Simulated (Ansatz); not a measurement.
C₂H₆AlBr, SMILES [CH3][Al]([CH3])[Br]. Atoms are numbered in the order given.

```xyz
10

Al     0.7084     0.6402     0.1021
Br    -0.9760    -0.8725    -0.1448
C      0.5535     2.3341    -0.8444
H      1.3272     2.4050    -1.6287
H      0.7218     3.1842    -0.1617
H     -0.4266     2.4661    -1.3263
C      2.1874     0.1108     1.2520
H      3.0131     0.8396     1.2429
H      2.5902    -0.8713     0.9540
H      1.8448     0.0021     2.2952
```
Charge 0, spin multiplicity 1.

Geometry optimised at PBE0-D3(BJ)/def2-SVP. The structure was generated by enumeration; whether it is a known compound was not checked.

Two levels are set side by side: PBE-D3(BJ)/def2-SVP (Ansatz, a quantum-chemistry and plane-wave program) and PBE0-D3(BJ)/def2-SVP (Ansatz). Each level has its own optimised geometry; the coordinates shown are those of the second. Differences are taken from unrounded values.

```tsv
quantity	PBE0-D3(BJ)
mean bond length (Å)	1.421
bond Al1–Br2 (Å)	2.277
bond Al1–C3 (Å)	1.947
bond Al1–C7 (Å)	1.947
bond C3–H4 (Å)	1.104
bond C3–H5 (Å)	1.103
bond C3–H6 (Å)	1.100
bond C7–H8 (Å)	1.101
bond C7–H9 (Å)	1.102
bond C7–H10 (Å)	1.103
```

### Question
What does PBE-D3(BJ) give, and how far is it from PBE0-D3(BJ)? (Estimate from the structure and the level; the computed values follow.)

### Answer

| quantity | PBE-D3(BJ) | PBE-D3(BJ) minus PBE0-D3(BJ) |
|---|---|---|
| mean bond length (Å) | 1.430 | 0.009 |
| bond Al1–Br2 (Å) | 2.292 | 0.015 |
| bond Al1–C3 (Å) | 1.958 | 0.011 |
| bond Al1–C7 (Å) | 1.958 | 0.012 |
| bond C3–H4 (Å) | 1.112 | 0.008 |
| bond C3–H5 (Å) | 1.111 | 0.008 |
| bond C3–H6 (Å) | 1.108 | 0.008 |
| bond C7–H8 (Å) | 1.109 | 0.008 |
| bond C7–H9 (Å) | 1.110 | 0.008 |
| bond C7–H10 (Å) | 1.111 | 0.008 |

Exact exchange shortens and stiffens bonds; PBE has none. Differences between two approximate levels are no errors against the true value.
